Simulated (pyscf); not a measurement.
# Hydrogen shift: •O–Si(OH)(OH)–OH -> •O–Si(OH)(OH)–OH

Gas phase, doublet surface, charge 0. Bonds broken: O3–H5. Bonds formed: O1–H5. Single points on ωB97X-D3(BJ)/def2-SVP structures (PySCF, gas phase).

Transition state (Å):

```xyz
8

O      0.4382    -0.3149     1.2168
Si    -0.2387     0.0306    -0.2787
O     -0.8856    -1.4827     0.0455
O     -1.2827     1.2810    -0.3511
H     -0.2486    -1.3185     1.0777
H     -1.1749     1.8996    -1.0808
O      0.7684     0.1828    -1.5636
H      1.4581    -0.4814    -1.6677
```

One imaginary mode, 2105i cm⁻¹; descent along it reached the two sides named.

| bond | change | reactant side (Å) | saddle | product side |
|---|---|---|---|---|
| O3–H5 | breaks | 0.963 | 1.224 | 2.8 |
| O1–H5 | forms | 2.8 | 1.224 | 0.963 |

Electronic energies relative to the reactant's lowest minimum found (kcal/mol):

```csv
level,barrier,reaction energy,reverse barrier
ωB97X-D3(BJ)/def2-TZVP,29.7,0.0,29.7
PBE/def2-TZVP,20.7,0.0,20.7
r²SCAN/def2-TZVP,24.9,0.0,24.9
B3LYP-D3(BJ)/def2-TZVP,27.6,0.0,27.6
PBE0-D3(BJ)/def2-TZVP,26.7,0.0,26.7
M06-2X/def2-TZVP,30.4,0.0,30.4
ωB97M-D3(BJ)/def2-TZVP,29.7,0.0,29.7
HF/def2-TZVP,52.1,0.0,52.1
```

With ωB97M-D3(BJ)/def2-TZVP energies and thermal terms (ideal gas, 1 atm, RRHO with modes under 100 cm⁻¹ raised to 100, one conformer, R ln 2 for chiral ones without a mode under 150 cm⁻¹), in kcal/mol:

| T (K) | ΔH‡ | ΔG‡ | ΔH | ΔG |
|---|---|---|---|---|
| 298 | 26.4 | 27.3 | 0.0 | 0.0 |
| 600 | 25.9 | 28.5 | 0.0 | 0.0 |
| 900 | 25.4 | 29.9 | 0.0 | 0.0 |
| 1200 | 25.1 | 31.5 | 0.0 | 0.0 |

This is the saddle that the search found; another between the same sides may lie lower.
